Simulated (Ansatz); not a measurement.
Ansatz (a quantum-chemistry and plane-wave program) input file for C2H6AlFO2, SMILES [O](C)[Al]([O]C)[F], PBE0-D3(BJ)/def2-SVP. 

Ansatz 0.2 input:
```yaml
crystal:
  periodic: [false, false, false]
  atoms:
    - {symbol: Al, position_ang: [0.23206242, 0.27867120, 0.26845590]}
    - {symbol: F, position_ang: [0.96889409, 1.44179219, 1.17291693]}
    - {symbol: O, position_ang: [-0.98353980, 0.60416125, -0.79597368]}
    - {symbol: C, position_ang: [-1.90006148, 1.40381006, -1.49136192]}
    - {symbol: H, position_ang: [-1.81409260, 2.45236788, -1.20111203]}
    - {symbol: H, position_ang: [-1.71071292, 1.31509618, -2.56398558]}
    - {symbol: H, position_ang: [-2.91348062, 1.05683331, -1.27495640]}
    - {symbol: O, position_ang: [0.80451626, -1.24507678, 0.50831067]}
    - {symbol: C, position_ang: [0.83217671, -2.62424915, 0.26821251]}
    - {symbol: H, position_ang: [0.11185773, -2.91142273, -0.49966351]}
    - {symbol: H, position_ang: [1.83500873, -2.90830959, -0.06060184]}
    - {symbol: H, position_ang: [0.59405819, -3.15346163, 1.19434056]}
basis:
  gaussian:
    orbitals: def2-SVP
hamiltonian:
  xc: pbe0
  dispersion: d3bj
relax: {f_tol: 0.002, max_steps: 200}
```

It prints:

```
WARN ansatz: RAYON_NUM_THREADS=1 ignored (pool sized by the plan → 1); use --threads N
Functional definition: PBE0
integrals: 0.07 GiB planned
1236 factors; integrals over basis functions are off by at most 3.1e-4 eV
mean field: 0.53 GiB planned
mean field evaluation 1: about -15552.4241 eV, gradient 7.1e1 eV
mean field evaluation 2: about -15542.1768 eV, gradient 1.0e2 eV
mean field evaluation 4: about -15562.0302 eV, gradient 3.8e0 eV
mean field evaluation 8: about -15562.0888 eV, gradient 1.7e-2 eV
mean field -15562.08884332 eV, -571.8962166295 hartree, gradient 4.7e-5 eV, S^2 0.000000; 0 other end points of the search recorded, 0 dependent functions left out
the calculation of the forces begins
reference -15562.08887659 eV, -571.8962178518 hartree; 28, 28 occupied and 90, 90 virtual orbitals, 1236 factors
relax step   1: F+E_penalty+E_count = -15562.24908005 eV  Δ(F+E_penalty+E_count) = +0.000e0 eV  max|allowed force component| = 1.298e0 eV/Å  Δτ_max = 0.0000 Å  (25 SCF iters, accepted)
these checks for a lower state are left out or cut short: starts, cluster_reference, orbital_swaps, neighbouring_geometries, increment
integrals: 0.07 GiB planned
1236 factors; integrals over basis functions are off by at most 3.3e-4 eV
mean field: 0.53 GiB planned
mean field evaluation 16: about -15562.0901 eV, gradient 1.7e0 eV
mean field -15562.13288450 eV, -571.8978351128 hartree, gradient 1.8e-5 eV, S^2 0.000000; 0 other end points of the search recorded, 0 dependent functions left out
the calculation of the forces begins
reference -15562.13291750 eV, -571.8978363256 hartree; 28, 28 occupied and 90, 90 virtual orbitals, 1236 factors
relax step   2: F+E_penalty+E_count = -15562.29277996 eV  Δ(F+E_penalty+E_count) = -4.370e-2 eV  max|allowed force component| = 6.649e-1 eV/Å  Δτ_max = 0.0245 Å  (29 SCF iters, accepted)
these checks for a lower state are left out or cut short: starts, cluster_reference, orbital_swaps, neighbouring_geometries, increment
integrals: 0.07 GiB planned
1236 factors; integrals over basis functions are off by at most 3.3e-4 eV
mean field: 0.53 GiB planned
mean field -15562.15271217 eV, -571.8985637662 hartree, gradient 1.6e-5 eV, S^2 0.000000; 0 other end points of the search recorded, 0 dependent functions left out
the calculation of the forces begins
reference -15562.15274478 eV, -571.8985649648 hartree; 28, 28 occupied and 90, 90 virtual orbitals, 1236 factors
relax step   3: F+E_penalty+E_count = -15562.31272916 eV  Δ(F+E_penalty+E_count) = -1.995e-2 eV  max|allowed force component| = 2.107e-1 eV/Å  Δτ_max = 0.0496 Å  (28 SCF iters, accepted)
these checks for a lower state are left out or cut short: starts, cluster_reference, orbital_swaps, neighbouring_geometries, increment
integrals: 0.07 GiB planned
1236 factors; integrals over basis functions are off by at most 3.4e-4 eV
mean field: 0.52 GiB planned
mean field evaluation 32: about -15562.1600 eV, gradient 1.5e-1 eV
mean field -15562.16005497 eV, -571.8988336091 hartree, gradient 1.7e-5 eV, S^2 0.000000; 0 other end points of the search recorded, 0 dependent functions left out
the calculation of the forces begins
reference -15562.16008758 eV, -571.8988348075 hartree; 28, 28 occupied and 90, 90 virtual orbitals, 1236 factors
relax step   4: F+E_penalty+E_count = -15562.32069908 eV  Δ(F+E_penalty+E_count) = -7.970e-3 eV  max|allowed force component| = 1.501e-1 eV/Å  Δτ_max = 0.0450 Å  (29 SCF iters, accepted)
these checks for a lower state are left out or cut short: starts, cluster_reference, orbital_swaps, neighbouring_geometries, increment
integrals: 0.07 GiB planned
1236 factors; integrals over basis functions are off by at most 3.5e-4 eV
mean field: 0.53 GiB planned
mean field -15562.16432183 eV, -571.8989904134 hartree, gradient 9.4e-6 eV, S^2 0.000000; 0 other end points of the search recorded, 0 dependent functions left out
the calculation of the forces begins
reference -15562.16435415 eV, -571.8989916012 hartree; 28, 28 occupied and 90, 90 virtual orbitals, 1236 factors
relax step   5: F+E_penalty+E_count = -15562.32803221 eV  Δ(F+E_penalty+E_count) = -7.333e-3 eV  max|allowed force component| = 3.898e-1 eV/Å  Δτ_max = 0.1958 Å  (28 SCF iters, accepted)
these checks for a lower state are left out or cut short: starts, cluster_reference, orbital_swaps, neighbouring_geometries, increment
integrals: 0.07 GiB planned
1236 factors; integrals over basis functions are off by at most 3.4e-4 eV
mean field: 0.53 GiB planned
mean field -15562.17776933 eV, -571.8994846000 hartree, gradient 1.5e-5 eV, S^2 0.000000; 0 other end points of the search recorded, 0 dependent functions left out
the calculation of the forces begins
reference -15562.17780148 eV, -571.8994857816 hartree; 28, 28 occupied and 90, 90 virtual orbitals, 1236 factors
relax step   6: F+E_penalty+E_count = -15562.34296990 eV  Δ(F+E_penalty+E_count) = -1.494e-2 eV  max|allowed force component| = 9.673e-2 eV/Å  Δτ_max = 0.0674 Å  (28 SCF iters, accepted)
these checks for a lower state are left out or cut short: starts, cluster_reference, orbital_swaps, neighbouring_geometries, increment
integrals: 0.07 GiB planned
1236 factors; integrals over basis functions are off by at most 3.4e-4 eV
mean field: 0.53 GiB planned
mean field -15562.17838280 eV, -571.8995071446 hartree, gradient 1.5e-5 eV, S^2 0.000000; 0 other end points of the search recorded, 0 dependent functions left out
the calculation of the forces begins
reference -15562.17841503 eV, -571.8995083290 hartree; 28, 28 occupied and 90, 90 virtual orbitals, 1236 factors
relax step   7: F+E_penalty+E_count = -15562.34327671 eV  Δ(F+E_penalty+E_count) = -3.068e-4 eV  max|allowed force component| = 1.157e-1 eV/Å  Δτ_max = 0.0151 Å  (29 SCF iters, accepted)
these checks for a lower state are left out or cut short: starts, cluster_reference, orbital_swaps, neighbouring_geometries, increment
integrals: 0.07 GiB planned
1236 factors; integrals over basis functions are off by at most 3.4e-4 eV
mean field: 0.53 GiB planned
mean field evaluation 64: about -15562.1800 eV, gradient 1.5e-5 eV
mean field -15562.18000325 eV, -571.8995666951 hartree, gradient 1.5e-5 eV, S^2 0.000000; 0 other end points of the search recorded, 0 dependent functions left out
the calculation of the forces begins
reference -15562.18003548 eV, -571.8995678795 hartree; 28, 28 occupied and 90, 90 virtual orbitals, 1236 factors
relax step   8: F+E_penalty+E_count = -15562.34451595 eV  Δ(F+E_penalty+E_count) = -1.239e-3 eV  max|allowed force component| = 2.639e-2 eV/Å  Δτ_max = 0.0400 Å  (30 SCF iters, accepted)
these checks for a lower state are left out or cut short: starts, cluster_reference, orbital_swaps, neighbouring_geometries, increment
integrals: 0.07 GiB planned
1236 factors; integrals over basis functions are off by at most 3.4e-4 eV
mean field: 0.53 GiB planned
mean field -15562.17999408 eV, -571.8995663579 hartree, gradient 2.3e-5 eV, S^2 0.000000; 0 other end points of the search recorded, 0 dependent functions left out
the calculation of the forces begins
reference -15562.18002629 eV, -571.8995675418 hartree; 28, 28 occupied and 90, 90 virtual orbitals, 1236 factors
relax step   9: F+E_penalty+E_count = -15562.34459151 eV  Δ(F+E_penalty+E_count) = -7.556e-5 eV  max|allowed force component| = 1.653e-3 eV/Å  Δτ_max = 0.0059 Å  (22 SCF iters, accepted)
these checks for a lower state are left out or cut short: starts, cluster_reference, orbital_swaps, neighbouring_geometries, increment
integrals: 0.07 GiB planned
1236 factors; integrals over basis functions are off by at most 3.4e-4 eV
mean field: 0.53 GiB planned
mean field -15562.17992119 eV, -571.8995636795 hartree, gradient 1.0e-5 eV, S^2 0.000000; 0 other end points of the search recorded, 0 dependent functions left out
the calculation of the forces begins
reference -15562.17995340 eV, -571.8995648629 hartree; 28, 28 occupied and 90, 90 virtual orbitals, 1236 factors
relax step  10: F+E_penalty+E_count = -15562.34459870 eV  Δ(F+E_penalty+E_count) = -7.183e-6 eV  max|allowed force component| = 2.080e-3 eV/Å  Δτ_max = 0.0042 Å  (22 SCF iters, accepted)
these checks for a lower state are left out or cut short: starts, cluster_reference, orbital_swaps, neighbouring_geometries, increment
integrals: 0.07 GiB planned
1236 factors; integrals over basis functions are off by at most 3.4e-4 eV
mean field: 0.53 GiB planned
mean field -15562.17991225 eV, -571.8995633509 hartree, gradient 2.0e-5 eV, S^2 0.000000; 0 other end points of the search recorded, 0 dependent functions left out
the calculation of the forces begins
reference -15562.17994445 eV, -571.8995645342 hartree; 28, 28 occupied and 90, 90 virtual orbitals, 1236 factors
relax step  11: F+E_penalty+E_count = -15562.34459923 eV  Δ(F+E_penalty+E_count) = -5.292e-7 eV  max|allowed force component| = 1.245e-3 eV/Å  Δτ_max = 0.0007 Å  (19 SCF iters, accepted)
integrals: 0.07 GiB planned
1236 factors; integrals over basis functions are off by at most 3.4e-4 eV
mean field: 0.53 GiB planned
mean field evaluation 96: about -15562.1799 eV, gradient 4.4e-5 eV
mean field -15562.17991225 eV, -571.8995633509 hartree, gradient 2.0e-5 eV, S^2 0.000000; 1 other end points of the search recorded, 0 dependent functions left out
the calculation of the forces begins
reference -15562.17994445 eV, -571.8995645342 hartree; 28, 28 occupied and 90, 90 virtual orbitals, 1236 factors
Total energy: -15562.34463143 eV, -571.9056166689 hartree
Atom 0 at     0.226015     0.252165     0.262024 Å, force    -0.000620     0.000547     0.000639 eV/Å
Atom 1 at     0.778766     1.604283     1.041419 Å, force     0.000224    -0.000406    -0.000309 eV/Å
Atom 2 at    -1.010471     0.360516    -0.869415 Å, force    -0.000412    -0.000086    -0.000348 eV/Å
Atom 3 at    -1.831925     1.320159    -1.448216 Å, force    -0.000136     0.001245    -0.001030 eV/Å
Atom 4 at    -1.639326     2.339436    -1.066352 Å, force    -0.000062     0.000013     0.000130 eV/Å
Atom 5 at    -1.691682     1.341628    -2.543332 Å, force     0.000271    -0.000347     0.000114 eV/Å
Atom 6 at    -2.894452     1.087274    -1.257990 Å, force     0.000426    -0.000611     0.000627 eV/Å
Atom 7 at     0.936914    -1.219052     0.637556 Å, force    -0.000011     0.000298     0.000969 eV/Å
Atom 8 at     0.815094    -2.552656     0.266505 Å, force     0.000508     0.000083    -0.000793 eV/Å
Atom 9 at     0.040489    -2.716680    -0.504871 Å, force    -0.000230    -0.000483     0.000184 eV/Å
Atom 10 at     1.772148    -2.931429    -0.133287 Å, force    -0.000264    -0.000353     0.000004 eV/Å
Atom 11 at     0.555118    -3.175434     1.140540 Å, force     0.000306     0.000101    -0.000187 eV/Å
Dipole moment:    -0.253816    -0.175441    -0.270497 e Å
```

Self-consistency was reached.

Cost: around 100 core-seconds (rough).
